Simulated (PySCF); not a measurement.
**A small calculation by hand: oscillator strength and radiative lifetime**

BeHIO, SMILES [OH][Be][I].

The structure is a stationary point at r2SCAN-D4/def2-TZVP. The def2 effective core potentials stand for the cores of I; spin–orbit coupling is left out. The values are those of a single conformer.

TDDFT-LC-ωPBE/def2-TZVPD run with PySCF 2.14.0 puts the first singlet state with f over 0.02 at 6.62 eV (vertical), with the transition dipole (0.000, 0.000, 0.594) in atomic units.

Q: Find the oscillator strength, the wavelength and the radiative lifetime that this transition would have in vacuum if emission retraced absorption.

A: 
|μ|² = 0.3528 au, so |μ| = 1.51 D. ΔE = 6.62/27.211 = 0.2433 hartree. f = (2/3) ΔE |μ|² = 0.057 (the program prints 0.057).
λ = 1239.84/6.62 = 187 nm; ν = 53394 cm⁻¹.
Einstein's coefficient A = 0.6670 ν² f s⁻¹ (ν in cm⁻¹) = 1.1e8 s⁻¹, so τ = 1/A = 9.2 ns. This state is S1. The figure is the radiative limit of this one transition; relaxation, internal conversion, crossing to triplets and a medium change what is measured.
